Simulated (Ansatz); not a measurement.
System: methylaminoboronic acid, CH6BNO2, charge 0, multiplicity 1. 
Structure (B3LYP-D3(BJ)/def2-TZVP (Ansatz, a quantum-chemistry and plane-wave program) minimum search):
```
N
H 1 1.0057
B 1 1.4228 2 119.38
O 3 1.3752 1 122.75 2 -173.41
H 4 0.9593 3 114.46 1 4.27
O 3 1.3771 4 114.73 5 -176.25
H 6 0.9593 3 114.63 4 -176.32
C 1 1.4507 2 114.07 3 -172.86
H 8 1.0909 1 110.60 2 -34.11
H 8 1.0926 9 106.45 1 120.00
H 8 1.0963 9 107.88 10 115.73
```

Atomisation energy built up term by term with Ansatz (kcal/mol; UHF references for open shells; valence terms freeze the core; atomic spin-orbit terms are left out). Basis-set limits of correlation are two-point, X^-3; Hartree-Fock from the larger set.

| term | basis | kcal/mol |
|---|---|---|
| Hartree-Fock | aug-cc-pVQZ | 772.25 |
| CCSD correlation | CBS(aug-cc-pVTZ,aug-cc-pVQZ) | 282.22 |
| (T) | CBS(aug-cc-pVTZ,aug-cc-pVQZ) | 17.85 |
| core correlation | cc-pwCVTZ | 4.15 |
| scalar relativity (X2C) | cc-pVTZ-DK against cc-pVTZ | -1.15 |
| sum: De |  | 1075.3 |

(T) makes 1.7 % of the CCSD(T) atomisation energy; under 5 % is typical of single-reference molecules.
